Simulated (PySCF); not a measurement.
Si(H)(Br)(Me)(vinyl) (C3H7BrSi), SMILES C[SiH](C=C)Br.

Geometry optimised at PBE0-D3(BJ)/def2-SVP. Other conformers were not sampled.

Vertical ionisation energy (IE) and electron affinity (EA) in eV. Rows of orbital energies are one-electron estimates. Where ΔSCF, EOM or ADC give a negative EA the extra electron is unbound and the value depends on the basis.

```json
[
 {"level": "−ε(HOMO), −ε(LUMO), PBE0/def2-TZVP (PySCF)", "IE": "8.04", "EA": "0.65"},
 {"level": "−ε(HOMO), −ε(LUMO), PBE/def2-TZVP (PySCF)", "IE": "6.85", "EA": "1.64"}
]
```
